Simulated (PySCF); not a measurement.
These 6 structures share the formula C8H16NP. Theory: PySCF, PBE0-D3(BJ)/def2-SVP geometry optimisation, gas phase. One conformer each; no zero-point energy, no entropy. No frequencies were run at this level. Point groups hold within 0.08 Å.

Problem. Order them by energy at this level, lowest first, and give relative energies in kJ/mol.
A. `[CH2:1]=[CH:2][P:3]([CH:4]1[CH2:5][CH2:6]1)[N:7]([CH3:8])[CH2:9][CH3:10]` with C1–C2–P3–C4 -121°, C2–P3–C4–C5 156°, C2–P3–N7–C8 161°, P3–N7–C9–C10 155°
B. `[CH:1]#[C:2][P:3]([N:4]([CH3:5])[CH3:6])[C:7]([CH3:8])([CH3:9])[CH3:10]` with C2–P3–N4–C5 -27°
C. `[CH2:1]=[CH:2][P:3]([C:4](=[CH2:5])[CH3:6])[N:7]([CH3:8])[CH2:9][CH3:10]` with C1–C2–P3–C4 -120°, C2–P3–C4–C5 127°, C2–P3–N7–C8 168°, P3–N7–C9–C10 -68°
D. `[CH2:1]=[CH:2][P:3]([CH:4]=[CH2:5])[NH:6][C:7]([CH3:8])([CH3:9])[CH3:10]` with C1–C2–P3–C4 114°, C2–P3–C4–C5 128°, C2–P3–N6–C7 131°
E. `[CH3:1][N:2]=[P@:3]12[CH2:4][CH2:5][CH2:6][C@H:7]1[CH2:8][CH2:9][CH2:10]2` with N2–P3–C4–C5 -110°, P3–C4–C5–C6 -43°, C4–C5–C6–C7 48°, C5–C6–C7–C8 -143°
F. `CN=P12CCC(CC1)CC2`

Solution. E (0.0), F (3.5), D (109.8), C (148.9), A (160.0), B (185.7).

As drawn, the highest has a C≡C bond, which the lowest lacks. Neighbours under 10 kJ/mol apart (CN=[P@]12CCC[C@H]1CCC2 and CN=P12CCC(CC1)CC2) can change places with a better method, another conformer or zero-point energy.

| SMILES | E (Eh) | E rel (kJ/mol) | dipole (D) | point group | A, B, C (MHz) |
| --- | --- | --- | --- | --- | --- |
| CN=[P@]12CCC[C@H]1CCC2 | -709.66053 | 0.0 | 3.39 | C1 | 1514, 1129, 858.3 |
| CN=P12CCC(CC1)CC2 | -709.65921 | 3.5 | 3.66 | C1 | 2076, 899.4, 885.5 |
| C=CP(C=C)NC(C)(C)C | -709.61873 | 109.8 | 1.18 | C1 | 1467, 804.4, 611.6 |
| C=CP(C(=C)C)N(C)CC | -709.60381 | 148.9 | 0.86 | C1 | 1381, 925.6, 685.2 |
| C=CP(C1CC1)N(C)CC | -709.59959 | 160.0 | 0.75 | C1 | 1519, 835.4, 585.5 |
| C#CP(N(C)C)C(C)(C)C | -709.58980 | 185.7 | 1.20 | C1 | 1324, 1019, 773.0 |

Problem. How do the relative energies change in single points at PBE0/pcSseg-1 (no added dispersion term) on the same geometries?

Solution. 
| SMILES | PBE0-D3(BJ)/def2-SVP (kJ/mol) | PBE0/pcSseg-1 (kJ/mol) | shift |
| --- | --- | --- | --- |
| CN=[P@]12CCC[C@H]1CCC2 | 0.0 | 0.0 | 0.0 |
| CN=P12CCC(CC1)CC2 | 3.5 | 6.4 | +2.9 |
| C=CP(C=C)NC(C)(C)C | 109.8 | 91.1 | -18.7 |
| C=CP(C(=C)C)N(C)CC | 148.9 | 132.9 | -16.0 |
| C=CP(C1CC1)N(C)CC | 160.0 | 146.5 | -13.5 |
| C#CP(N(C)C)C(C)(C)C | 185.7 | 169.1 | -16.6 |

Each column counts from its own lowest isomer. The order is unchanged; the largest shift is 18.7 kJ/mol.

Problem. As an exercise, what shares would exp(−E/RT) give at 1000 K from these electronic energies alone (no entropy, no degeneracies)?

Solution. RT = 8.314 kJ/mol: CN=[P@]12CCC[C@H]1CCC2 60.3 %, CN=P12CCC(CC1)CC2 39.7 %, C=CP(C=C)NC(C)(C)C under 0.1 %, C=CP(C(=C)C)N(C)CC under 0.1 %, C=CP(C1CC1)N(C)CC under 0.1 %, C#CP(N(C)C)C(C)(C)C under 0.1 %.
